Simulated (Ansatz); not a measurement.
The first iterations of a band of BClH4N2 (8 atoms, charge 0, multiplicity 1).

Level of theory: RKS B3LYP/def2-SVP (Ansatz 0.2.0).

```
movable images  : 5
climbing image  : yes
spring          : 5.0 eV/Å²
optimiser       : quadratic models (default)
start path      : through a guess of the saddle point
force threshold : 0.03 eV/Å
iteration limit : 60
end points      : relaxed
```

Image 0:

```xyz
8
Properties=species:S:1:pos:R:3
N -0.208 1.238 -0.185
B -0.248 -0.170 -0.247
N 0.585 -1.029 0.499
Cl -1.452 -0.927 -1.362
H -0.825 1.816 -0.739
H 0.428 1.756 0.407
H 0.522 -2.035 0.422
H 1.289 -0.705 1.149
```

Image 6:

```xyz
8
Properties=species:S:1:pos:R:3
N -0.207 1.238 -0.186
B -0.248 -0.170 -0.246
N 0.584 -1.030 0.499
Cl -1.454 -0.927 -1.360
H -0.824 1.816 -0.740
H 0.428 1.757 0.406
H 1.294 -0.706 1.145
H 0.518 -2.035 0.426
```

| iteration | highest image above the first end (eV) | largest band force component (eV/Å) |
| --- | --- | --- |
| 1 | 30.408 | 120.902 |
| 2 | 13.957 | 43.570 |
| 3 | 8.927 | 24.060 |
| 4 | 6.060 | 12.562 |
| 5 | 4.194 | 8.181 |

Problem. Does the band converge within its limit, and where does its top end?

Solution. The run converged. It ended after 16 iterations with the highest image 0.614 eV above the first end. A vibrational analysis at the climbing image gives one clearly imaginary mode, 453i cm⁻¹: a first-order saddle point.

The run took 9.4 min on 1 CPU thread of a shared host.
